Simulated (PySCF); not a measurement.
benzene (C6H6), singlet, geometry from GFN2-xTB; DF-PBE/def2-TZVPPD run with PySCF.

Here is a job for PySCF.
```python
from pyscf import gto, scf, dft

mol = gto.M(
    atom='''
C    -0.00073149    1.38454572    0.01022132
C     1.19871869    0.69290639    0.00510756
C     1.19945018   -0.69163933   -0.00511376
C     0.00073149   -1.38454572   -0.01022132
C    -1.19871869   -0.69290639   -0.00510756
C    -1.19945018    0.69163933    0.00511376
H    -0.00130232    2.46498215    0.01819757
H     2.13414417    1.23361899    0.00909327
H     2.13544649   -1.23136316   -0.00910430
H     0.00130232   -2.46498215   -0.01819757
H    -2.13414417   -1.23361899   -0.00909327
H    -2.13544649    1.23136316    0.00910430
''',
    basis='def2-tzvppd',
    verbose=4,
    max_memory=1800,
)

mf = dft.RKS(mol)
mf.xc = 'pbe'
mf = mf.density_fit(auxbasis='def2-universal-jkfit')
mf.kernel()
```

Problem. What does PySCF print? Leave out banner, timings and long lists.

Solution. 
```
PySCF version 2.14.0

[INPUT] verbose = 4
[INPUT] num. atoms = 12
[INPUT] num. electrons = 42
[INPUT] charge = 0
[INPUT] spin (= nelec alpha-beta = 2S) = 0
[INPUT] symmetry False subgroup None
[INPUT] Mole.unit = angstrom
[INPUT] Symbol           X                Y                Z      unit          X                Y                Z       unit  Magmom
[INPUT]  1 C     -0.000731490000   1.384545720000   0.010221320000 AA   -0.001382315763   2.616412217739   0.019315495432 Bohr   0.0
[INPUT]  2 C      1.198718690000   0.692906390000   0.005107560000 AA    2.265250024497   1.309403307061   0.009651889565 Bohr   0.0
[INPUT]  3 C      1.199450180000  -0.691639330000  -0.005113760000 AA    2.266632340260  -1.307008910678  -0.009663605867 Bohr   0.0
[INPUT]  4 C      0.000731490000  -1.384545720000  -0.010221320000 AA    0.001382315763  -2.616412217739  -0.019315495432 Bohr   0.0
[INPUT]  5 C     -1.198718690000  -0.692906390000  -0.005107560000 AA   -2.265250024497  -1.309403307061  -0.009651889565 Bohr   0.0
[INPUT]  6 C     -1.199450180000   0.691639330000   0.005113760000 AA   -2.266632340260   1.307008910678   0.009663605867 Bohr   0.0
[INPUT]  7 H     -0.001302320000   2.464982150000   0.018197570000 AA   -0.002461028127   4.658141165442   0.034388423433 Bohr   0.0
[INPUT]  8 H      2.134144170000   1.233618990000   0.009093270000 AA    4.032947991637   2.331202033163   0.017183789877 Bohr   0.0
[INPUT]  9 H      2.135446490000  -1.231363160000  -0.009104300000 AA    4.035409019764  -2.326939132279  -0.017204633556 Bohr   0.0
[INPUT] 10 H      0.001302320000  -2.464982150000  -0.018197570000 AA    0.002461028127  -4.658141165442  -0.034388423433 Bohr   0.0
[INPUT] 11 H     -2.134144170000  -1.233618990000  -0.009093270000 AA   -4.032947991637  -2.331202033163  -0.017183789877 Bohr   0.0
[INPUT] 12 H     -2.135446490000   1.231363160000   0.009104300000 AA   -4.035409019764   2.326939132279   0.017204633556 Bohr   0.0

nuclear repulsion = 204.871764524477
number of shells = 120
number of NR pGTOs = 426
number of NR cGTOs = 324
basis = def2-tzvppd
ecp = {}

******** <class 'pyscf.df.df_jk.DFRKS'> ********
method = DFRKS
initial guess = minao
damping factor = 0
level_shift factor = 0
DIIS = <class 'pyscf.scf.diis.CDIIS'>
diis_start_cycle = 1
diis_space = 8
diis_damp = 0
SCF conv_tol = 1e-09
SCF conv_tol_grad = None
SCF max_cycles = 50
direct_scf = False
XC library pyscf.dft.libxc version 7.1.2
    S. Lehtola, C. Steigemann, M. J. T. Oliveira, and M. A. L. Marques,  SoftwareX 7, 1–5 (2018)
XC functionals = pbe
    J. P. Perdew, K. Burke, and M. Ernzerhof,  Phys. Rev. Lett. 77, 3865 (1996)
    J. P. Perdew, K. Burke, and M. Ernzerhof,  Phys. Rev. Lett. 78, 1396 (1997)
    J. P. Perdew, K. Burke, and M. Ernzerhof,  Phys. Rev. Lett. 77, 3865 (1996)
    J. P. Perdew, K. Burke, and M. Ernzerhof,  Phys. Rev. Lett. 78, 1396 (1997)
radial grids:
    Treutler-Ahlrichs [JCP 102, 346 (1995); DOI:10.1063/1.469408] (M4) radial grids

becke partition: Becke, JCP 88, 2547 (1988); DOI:10.1063/1.454033
pruning grids: <function nwchem_prune>
grids dens level: 3
symmetrized grids: False
atomic radii adjust function: <function treutler_atomic_radii_adjust>
small_rho_cutoff = 0
Set gradient conv threshold to 3.16228e-05
Initial guess from minao.
tot grids = 143560
init E= -232.702591183871

WARN: 2 small eigenvectors of overlap matrix removed because of linear dependency between AOs.

  HOMO = -0.310598733242237  LUMO = -0.115250199760374  gap/eV = 5.31570
cycle= 1 E= -231.940549418369  delta_E= 0.762  |g|= 0.534  |ddm|= 4.03
  HOMO = -0.143105595758081  LUMO = 0.013370980838536  gap/eV = 4.25794
cycle= 2 E= -231.830464045201  delta_E= 0.11  |g|= 0.835  |ddm|= 1.87
  HOMO = -0.235592539392857  LUMO = -0.042638005889143  gap/eV = 5.25056
cycle= 3 E= -232.020084229027  delta_E= -0.19  |g|= 0.061  |ddm|= 1.03
  HOMO = -0.234095993255409  LUMO = -0.0426064249178308  gap/eV = 5.21070
cycle= 4 E= -232.020944366748  delta_E= -0.00086  |g|= 0.0131  |ddm|= 0.126
  HOMO = -0.233267391889612  LUMO = -0.041620473130723  gap/eV = 5.21498
cycle= 5 E= -232.020982071612  delta_E= -3.77e-05  |g|= 0.00093  |ddm|= 0.0238
  HOMO = -0.233365578456603  LUMO = -0.0417075440161889  gap/eV = 5.21528
cycle= 6 E= -232.020982320495  delta_E= -2.49e-07  |g|= 4.75e-05  |ddm|= 0.00321
  HOMO = -0.233374861598222  LUMO = -0.0417168405135997  gap/eV = 5.21528
cycle= 7 E= -232.020982321182  delta_E= -6.87e-10  |g|= 5.43e-06  |ddm|= 0.000377
  HOMO = -0.233373079371345  LUMO = -0.0417153034983276  gap/eV = 5.21527
Extra cycle  E= -232.020982321181  delta_E= 7.39e-13  |g|= 5.93e-06  |ddm|= 2.78e-05
converged SCF energy = -232.020982321181
```
